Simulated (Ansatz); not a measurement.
`C[C](=O)[GeH2][F]` → `F[CH2][GeH]1[CH2][O]1`  (isomerisation)

Calculated with Ansatz (gas phase, PBE0-D4/def2-TZVP geometries, no zero-point term in ΔE). CCSD(T)/CBS is the MP2 limit (def2-TZVPP, def2-QZVPP) plus CCSD(T) − MP2 in def2-TZVPP, frozen cores. DFT in def2-TZVPP. For Ge outer-core shells are correlated without core-valence functions, which leaves a few kJ/mol of doubt a bond. Scalar relativity is left out up to krypton. One conformer a species, not always the lowest.

CCSD(T)/CBS gives +200.3 kJ/mol.

**Question.** Another level gave +209.1 kJ/mol. Which?
A. PBE0-D4/def2-TZVPP
B. r2SCAN/def2-TZVPP
C. ωB97X-V/def2-TZVPP
D. B97M-V/def2-TZVPP

**Answer.** C. ωB97X-V 209.1, r2SCAN 204.3, PBE0-D4 199.8, B97M-V 213.8 kJ/mol.

Largest T1 diagnostic among the species: 0.014.

From BLYP to BHLYP (50 % exact exchange), in def2-TZVPP and without D4, ΔE moves by +10.2 kJ/mol. At CCSD(T), def2-SVP lies +36.6 kJ/mol from the extrapolated value and def2-TZVPP +5.9 kJ/mol. In def2-TZVPP, CCSD(T) changes the Hartree–Fock value by −43.9 kJ/mol (the triples alone add −4.5 kJ/mol) and MP2 by −44.8 kJ/mol.
